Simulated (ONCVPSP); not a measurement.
# An all-electron radial function and its pseudo partner (oxygen)

Columns: radius, all-electron u(r) and pseudo u(r) of the 2p shell (level -43.24 eV) of oxygen in the configuration [He] 2s2 2p2; PBE, scalar-relativistic, ONCV scheme, ONCVPSP 4.0.1.

```tsv
r (bohr)	all-electron	pseudo
0.105	0.1356	0.0393
0.210	0.3742	0.1505
0.315	0.5961	0.3150
0.420	0.7653	0.5066
0.525	0.8784	0.6962
0.630	0.9410	0.8578
0.735	0.9612	0.9724
0.840	0.9491	1.0314
0.945	0.9139	1.0356
1.050	0.8633	0.9938
1.155	0.8033	0.9197
1.260	0.7387	0.8282
1.365	0.6727	0.7325
1.470	0.6079	0.6419
1.575	0.5456	0.5616
1.680	0.4871	0.4928
1.785	0.4329	0.4341
1.890	0.3832	0.3832
1.995	0.3379	0.3379
2.100	0.2971	0.2971
2.205	0.2605	0.2605
2.310	0.2278	0.2277
2.415	0.1986	0.1986
2.520	0.1728	0.1728
2.625	0.1500	0.1500
2.730	0.1300	0.1300
```

Task: How many radial nodes do the two functions have?

Result: The all-electron 2p function has n − l − 1 = 0; the pseudo-wave has 0.

Task: At about which radius was the pseudo-wave matched?

Result: 2.00 bohr. The columns agree to 0.0005 from 1.89 bohr on; several derivatives are matched, so the curves merge somewhat inside the radius.

Task: Is the pseudo-wave norm-conserving?

Result: Yes: the ONCV scheme keeps the norm inside the radius equal to the all-electron one, which fixes the energy derivative of the logarithmic derivative at the level.
